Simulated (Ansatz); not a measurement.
Isolated molecules relaxed with PBE0-D4/def2-TZVP in Ansatz; ΔE leaves out vibrations. CCSD(T)/CBS adds triple-zeta CCSD(T) − MP2 to the extrapolated MP2 energy (def2 sets, frozen cores). Functionals use def2-TZVPP. B3LYP here is the variant with VWN-RPA as its local correlation; programs differ in this. For Se outer-core shells are correlated without core-valence functions, which leaves a few kJ/mol of doubt a bond. Scalar relativity is left out up to krypton. One conformer a species, not always the lowest.

Consider the formal exchange of groups at the Si–N bond: `[SiH3]/N=C\[SeH]` + `B1C[SiH2]1` → `[SiH3]C1B[SiH2]1` + `N=C[SeH]`.

`[SiH3]/N=C\[SeH]`:

Z-matrix (Å, degrees):
```
Si
N 1 1.732
H 1 1.483 2 107.6
H 1 1.483 2 107.6 3 118.5
H 1 1.493 2 113.3 3 -120.8
C 2 1.246 1 131.9 3 121.1
Se 6 1.937 2 127.1 1 0.0
H 6 1.094 2 121.7 1 180.0
H 7 1.468 6 93.1 2 -179.9
```

`B1C[SiH2]1`:

```xyz
8

B     0.326   -0.957   -0.606
C    -0.709   -0.542    0.377
Si    0.714    0.833   -0.088
H     0.266   -1.605   -1.598
H    -0.498   -0.302    1.422
H    -1.774   -0.706    0.225
H     1.167    1.274    1.250
H     0.509    2.005   -0.980
```

`[SiH3]C1B[SiH2]1`:

Cartesian coordinates in Å:
```
Si -0.236 1.368 0.608
C -0.594 -0.124 -0.464
B -0.656 -1.481 0.195
Si 1.079 -1.059 -0.558
H 0.400 2.443 -0.196
H -1.510 1.887 1.173
H 0.660 1.002 1.735
H -1.331 0.190 -1.207
H -1.487 -2.281 0.475
H 2.168 -0.287 0.083
H 1.508 -1.658 -1.846
```

`N=C[SeH]`:

```xyz
6

N     0.202   -1.390   -0.239
C     0.005   -0.152   -0.150
Se    0.094    0.695    1.551
H     0.124   -1.710   -1.203
H    -0.222    0.529   -0.976
H    -0.204    2.029    1.016
```

**Question.** Is it downhill or uphill in electronic energy at CCSD(T)/CBS, and by how much? (Best estimate.)

**Answer.** Computed: Uphill: ΔE = +3.9 kcal/mol.

**Question.** What do these levels give: r2SCAN-D4, ωB97X-V, B3LYP, SCS-MP2/def2-TZVPP, CCSD(T)/def2-TZVPP, MP2/def2-QZVPP? (An estimate is asked.)

**Answer.** The calculation gave: r2SCAN-D4 5.3, ωB97X-V 2.6, B3LYP 6.9, SCS-MP2/def2-TZVPP 4.5, CCSD(T)/def2-TZVPP 3.9, MP2/def2-QZVPP 4.5 kcal/mol.

Largest T1 diagnostic among the species: 0.014.

From PBE to PBE0 (25 % exact exchange), in def2-TZVPP and without D4, ΔE moves by −1.9 kcal/mol.
